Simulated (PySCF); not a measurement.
Compound: C8H15FGe.
InChI=1S/C8H15FGe/c1-8(2,3)7-5-4-6-10(7)9/h4-5,7,10H,6H2,1-3H3/t7-,10-/m0/s1

Computed with PBE0-D3(BJ)/def2-SVP geometry optimisation, gas phase (PySCF).

Take the most abundant isotopes and a rigid rotor. 

Question: What are A, B and C (GHz)?

Answer: Ia = 344.77, Ib = 599.32, Ic = 762.70 u·Å²; 505379 MHz·u·Å²/I gives 1466, 843.2 and 662.6 MHz, that is A = 1.4658, B = 0.8432, C = 0.6626 GHz.

Question: Classify the top.

Answer: An asymmetric top; Ray's κ = -0.550.

Question: What does the inertial defect say?

Answer: Not planar: Δ = Ic − Ia − Ib = -181.39 u·Å². For a rigid frame Δ = −2 Σ m c², so Σ m c² = 90.70 u·Å² lies off the ab plane: 23.98 from hydrogen and 66.72 from heavier atoms. The atom farthest from that plane is 1.97 Å away.

Question: Give the coordinates in the principal-axis frame, origin at the centre of mass.

Answer: The sense of each axis is arbitrary; atoms in the order of the calculation.
| atom | mass (u) | a (Å) | b (Å) | c (Å) |
| --- | --- | --- | --- | --- |
| C1 | 12.000 | -3.124 | -0.788 | -0.416 |
| C2 | 12.000 | -1.918 | 0.054 | 0.012 |
| C3 | 12.000 | -2.083 | 1.474 | -0.533 |
| C4 | 12.000 | -1.844 | 0.099 | 1.541 |
| C5 | 12.000 | -0.625 | -0.561 | -0.582 |
| C6 | 12.000 | -0.226 | -1.908 | -0.033 |
| C7 | 12.000 | 1.029 | -2.157 | 0.374 |
| C8 | 12.000 | 2.091 | -1.095 | 0.283 |
| Ge9 | 73.921 | 1.060 | 0.438 | -0.355 |
| F10 | 18.998 | 0.935 | 1.626 | 0.939 |
| H11 | 1.008 | -3.210 | -0.834 | -1.513 |
| H12 | 1.008 | -3.059 | -1.820 | -0.037 |
| H13 | 1.008 | -4.057 | -0.354 | -0.023 |
| H14 | 1.008 | -1.271 | 2.129 | -0.178 |
| H15 | 1.008 | -3.034 | 1.915 | -0.195 |
| H16 | 1.008 | -2.084 | 1.482 | -1.635 |
| H17 | 1.008 | -0.995 | 0.711 | 1.878 |
| H18 | 1.008 | -1.731 | -0.910 | 1.966 |
| H19 | 1.008 | -2.765 | 0.538 | 1.955 |
| H20 | 1.008 | -0.783 | -0.653 | -1.675 |
| H21 | 1.008 | -0.984 | -2.697 | 0.031 |
| H22 | 1.008 | 1.293 | -3.143 | 0.771 |
| H23 | 1.008 | 2.579 | -0.896 | 1.251 |
| H24 | 1.008 | 2.890 | -1.372 | -0.425 |
| H25 | 1.008 | 1.599 | 1.245 | -1.547 |

Question: List the rotational levels J(Ka,Kc) to J = 2 (K).

Answer: Above 0(0,0), as E/k:
J = 1: 1(0,1) 0.072, 1(1,1) 0.102, 1(1,0) 0.111
J = 2: 2(0,2) 0.215, 2(1,2) 0.238, 2(1,1) 0.264, 2(2,1) 0.354, 2(2,0) 0.355
Those of J = 1 are B + C, A + C and A + B.

Question: Which types of transition are allowed, and where do some lines up to J = 5 fall?

Answer: The dipole components are |μa| = 0.03 D, |μb| = 1.64 D, |μc| = 1.31 D. The squared components, which scale the intensities, stand as 0.00 : 1.00 : 0.64 (a : b : c). Some lines, for components of 0.1 D or more:

```tsv
type	branch	J(Ka,Kc)	MHz	lower level (cm⁻¹)
c	Q	3(1,3) ← 3(0,3)	314	0.296
c	Q	1(1,1) ← 1(0,1)	623	0.050
c	Q	3(2,2) ← 3(1,2)	1620	0.342
b	Q	3(2,2) ← 3(1,3)	2700	0.306
c	Q	5(3,3) ← 5(2,3)	2902	0.876
b	Q	3(3,1) ← 3(2,2)	3584	0.397
b	Q	4(4,0) ← 4(3,1)	4913	0.720
b	R	2(2,0) ← 1(1,1)	5275	0.071
b	R	4(0,4) ← 3(1,3)	5424	0.306
b	R	5(1,5) ← 4(0,4)	7146	0.487
c	R	4(1,3) ← 3(0,3)	7697	0.296
b	R	4(4,0) ← 3(3,1)	11021	0.516
```

No frequency check. Constants of a rigid frame at the computed geometry: no zero-point averaging, no centrifugal distortion. A rigid rotor knows nothing of internal rotation, which can split or shift real lines.
